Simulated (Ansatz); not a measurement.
Geometry optimisation, Ansatz, DFT PBE-D3(BJ), scalar-relativistic, plane waves, PAW.

Input:

```yaml
crystal:
  lattice:
    - [8.188244, 0.0, 0.0]
    - [0.0, 8.188244, 0.0]
    - [0.0, 0.0, 8.188244]
  atoms:
    - { symbol: O, position: [0.4168276, 0.1731268, 0.568622] }
    - { symbol: C, position: [0.3774504, 0.0363815, 0.5244227] }
    - { symbol: H, position: [0.4024058, -0.0087379, 0.3998747] }
    - { symbol: H, position: [0.3145705, -0.0501993, 0.6064022] }
    - { symbol: O, position: [0.5447415, 0.8612988, 0.7072] }
    - { symbol: C, position: [0.6624443, 0.7723865, 0.7282733] }
    - { symbol: H, position: [0.7420489, 0.783169, 0.8365211] }
    - { symbol: H, position: [0.6961999, 0.675972, 0.6403214] }
    - { symbol: O, position: [0.3785521, 0.3837921, 0.1109111] }
    - { symbol: C, position: [0.4863542, 0.4822892, 0.0812384] }
    - { symbol: H, position: [0.529963, 0.5053199, -0.0442151] }
    - { symbol: H, position: [0.5465703, 0.5541215, 0.1781141] }
    - { symbol: O, position: [0.9294984, 0.1254599, 0.3143819] }
    - { symbol: C, position: [0.8092862, 0.1579964, 0.3961979] }
    - { symbol: H, position: [0.7264926, 0.0625607, 0.4431871] }
    - { symbol: H, position: [0.7763028, 0.2847681, 0.4280061] }
    - { symbol: O, position: [0.7988179, 0.4741954, 0.9424259] }
    - { symbol: C, position: [0.944546, 0.4437739, 0.9360012] }
    - { symbol: H, position: [1.005007, 0.3630468, 1.0254346] }
    - { symbol: H, position: [1.0244366, 0.4952019, 0.8403801] }
    - { symbol: O, position: [0.8299257, 0.0586107, 0.969263] }
    - { symbol: C, position: [0.7303202, 0.1412826, 0.8954557] }
    - { symbol: H, position: [0.7670841, 0.2423069, 0.8141338] }
    - { symbol: H, position: [0.5976256, 0.1198801, 0.9056933] }
    - { symbol: O, position: [0.5982416, 0.9623686, 0.2443236] }
    - { symbol: C, position: [0.6540267, 0.8740819, 0.1380366] }
    - { symbol: H, position: [0.6359601, 0.8994508, 0.006885] }
    - { symbol: H, position: [0.7258204, 0.7636837, 0.1668227] }
    - { symbol: O, position: [0.2403769, 0.8103099, 0.2094816] }
    - { symbol: C, position: [0.1065589, 0.7572139, 0.17105] }
    - { symbol: H, position: [0.0586938, 0.7673883, 0.0454469] }
    - { symbol: H, position: [0.0255431, 0.6959025, 0.2596395] }
    - { symbol: O, position: [0.4013247, 0.6332791, 0.4614913] }
    - { symbol: C, position: [0.4391849, 0.5194304, 0.549857] }
    - { symbol: H, position: [0.5625931, 0.465225, 0.5481443] }
    - { symbol: H, position: [0.3522401, 0.4639874, 0.6366753] }
    - { symbol: O, position: [0.0901617, 0.527287, 0.577026] }
    - { symbol: C, position: [0.0885246, 0.6757121, 0.5900922] }
    - { symbol: H, position: [0.1230371, 0.7380569, 0.7045157] }
    - { symbol: H, position: [0.0524355, 0.7563164, 0.4882528] }
basis:
  ecutwfc: 420.0
kpoints:
  mp_grid: { grid: [1, 1, 1] }
hamiltonian:
  xc: pbe
  dispersion: d3bj
scf:
  occupations: { method: fermi_dirac, width: 0.02 }
  lower_state_search: "off"
relax:
  f_tol: 0.3
  max_steps: 15
  adjacent_minimum: "off"
```

Run as:

```bash
$ ansatz run input.yaml --threads 1 --pin off --max-ram 3072MiB --backend cpu --events-out ev --progress --plain --runs-dir out
```

Where does it end, and by what steps?

The run converged. The threshold is loose, so the end isn't yet a minimum. The force dipped under the threshold on the way, but the program's further checks kept it going. Limits of this set-up: coarse k mesh. After 13 steps the energy has fallen by 1.733 eV; H31 moved furthest, 1.72 Å.

```csv
step,energy less start (eV),largest force component (eV/Å),accepted
0,0.0000,1.185,yes
1,-0.0446,2.336,yes
2,-0.3926,1.901,yes
3,-0.8430,1.377,yes
4,-1.1028,2.175,yes
5,-1.2391,1.361,yes
6,-1.3507,0.570,yes
7,-1.4138,0.318,yes
8,-1.4355,1.579,yes
9,-1.5298,0.564,yes
10,-1.6007,0.355,yes
11,-1.6148,0.633,yes
12,-1.7331,0.215,yes
13,-1.7331,0.213,yes
```

```xyz
40
Lattice="8.1882 0.0000 0.0000 0.0000 8.1882 0.0000 0.0000 0.0000 8.1882" Properties=species:S:1:pos:R:3
O 3.738 1.373 4.453
C 3.039 0.420 4.168
H 2.981 0.029 3.132
H 2.445 -0.109 4.946
O 4.673 6.755 6.159
C 5.753 6.239 5.960
H 6.696 6.705 6.331
H 5.860 5.282 5.407
O 2.568 3.225 0.186
C 3.475 4.019 0.329
H 4.111 4.339 -0.525
H 3.710 4.475 1.317
O 8.361 0.606 3.500
C 7.417 1.355 3.668
H 6.389 0.969 3.873
H 7.553 2.463 3.623
O 6.649 4.089 8.003
C 7.701 3.478 7.978
H 7.845 2.533 8.546
H 8.566 3.826 7.374
O 6.398 0.440 7.909
C 5.303 0.727 7.448
H 5.193 1.281 6.492
H 4.354 0.491 7.976
O 5.442 7.079 2.860
C 5.558 6.641 1.733
H 4.760 6.778 0.969
H 6.450 6.054 1.409
O 2.300 6.875 0.522
C 1.132 7.162 0.662
H 0.630 7.972 0.081
H 0.501 6.611 1.402
O 2.852 5.013 3.628
C 3.368 4.183 4.354
H 4.379 3.775 4.148
H 2.855 3.773 5.251
O 0.069 4.526 4.908
C 0.648 5.579 4.703
H 1.344 6.011 5.458
H 0.462 6.200 3.802
```

Time of the run: 67 s on 1 thread of Arm Neoverse V1, on a shared host, peak memory 0.51 GiB.
